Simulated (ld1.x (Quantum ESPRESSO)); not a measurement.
Cutoff test, Mn, TM

manganese (Mn), norm-conserving Troullier–Martins (Kleinman–Bylander form), made with ld1.x (Quantum ESPRESSO) 7.5 (PBE, scalar-relativistic). Core [Ne] 3s2, reference 3p6 3d5 4s2 4p0. Waves: 4s (bound): rc 2.40 bohr; 3p (bound): rc 1.15 bohr; 3d (bound): rc 1.55 bohr. Local part: the d channel. Core correction: Bessel-smoothed model core inside 0.55 bohr.

The pseudo-atom Hamiltonian at the reference potential is diagonalised in spherical Bessel functions j_l(qr) that vanish at 20 bohr, with q² up to the cutoff. All-electron valence levels (Ry): 4s -0.3754, 3p -4.0125, 4p -0.1007, 3d -0.4976.

Task: How do the lowest levels (Ry) of each channel move with the cutoff, and are there ghosts?

Result:

```csv
cutoff (Ry),s #1,s #2,p #1,p #2,d #1,d #2,f #1,Σ f·Δε (mRy)
8,-2.9874,-0.3721,-1.5205,-0.0230,0.0536,0.1292,0.1098,17715.0
12,-6.6715,-0.3732,-2.2894,-0.0456,0.0530,0.1271,0.1098,13096.4
18,-10.4107,-0.3750,-3.1500,-0.0694,0.0520,0.1233,0.1098,7924.7
30,-13.2165,-0.3753,-3.8516,-0.0884,0.0461,0.1047,0.1098,3684.8
40,-14.2533,-0.3753,-3.9744,-0.0923,-0.0637,0.0640,0.1098,2398.2
50,-14.6233,-0.3754,-4.0066,-0.0940,-0.2754,0.0593,0.1098,1147.0
60,-14.7343,-0.3754,-4.0112,-0.0945,-0.3981,0.0584,0.1098,505.8
80,-14.7692,-0.3754,-4.0117,-0.0948,-0.4842,0.0579,0.1098,72.2
110,-14.7708,-0.3754,-4.0124,-0.0948,-0.4974,0.0579,0.1098,2.0
140,-14.7725,-0.3754,-4.0125,-0.0948,-0.4975,0.0579,0.1098,0.9
180,-14.7728,-0.3754,-4.0125,-0.0948,-0.4976,0.0579,0.1098,0.4
400,-14.7729,-0.3754,-4.0126,-0.0949,-0.4976,0.0579,0.1098,0.0
```

Result: ghost state, extra bound levels that the all-electron valence spectrum of the same l lacks: s at -201.0 eV (a true bound ghost makes a file unfit for plane-wave use); 10 mRy is reached at 100 Ry and 1 mRy at 140 Ry.
